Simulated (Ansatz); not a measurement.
Reaction (substitution at a C–C bond): `[SiH3]C[CH2][InH2]` + `[OH][GeH3]` → `[GeH3][O][CH2][InH2]` + `C[SiH3]`

Calculated with Ansatz (gas phase, PBE0-D4/def2-TZVP geometries, no zero-point term in ΔE). CCSD(T)/CBS is the MP2 limit (def2-TZVPP, def2-QZVPP) plus CCSD(T) − MP2 in def2-TZVPP, frozen cores. This one scheme is used for every species. Functionals use def2-TZVPP. def2 core potentials past Kr. For Ge, In outer-core shells are correlated without core-valence functions, which leaves a few kJ/mol of doubt a bond. Scalar relativity is left out up to krypton. One conformer a species, not always the lowest.

Q: Is it downhill or uphill in electronic energy at CCSD(T)/CBS, and by how much? (Best estimate.)

A: The calculation gave: Uphill: ΔE = +59.6 kJ/mol.

Q: What do these levels give: PBE-D4, r2SCAN-D4, B97M-V, ωB97M-V, CCSD(T)/def2-TZVPP, CCSD/CBS(def2)? (Estimate.)

A: Ansatz gave: PBE-D4 48.5, r2SCAN-D4 49.2, B97M-V 47.2, ωB97M-V 51.3, CCSD(T)/def2-TZVPP 53.5, CCSD/CBS(def2) 57.5 kJ/mol.

Largest T1 diagnostic among the species: 0.013.

Leaving LDA and LC-ωPBE aside and taking each functional with its dispersion term where it has one, the values, not all of them listed here, spread over 17.8 kJ/mol, from BLYP-D4 to PBE-QIDH. LDA lies +12.6 kJ/mol from PBE without D4. At CCSD(T), def2-SVP lies −15.9 kJ/mol from the extrapolated value and def2-TZVPP −6.1 kJ/mol.
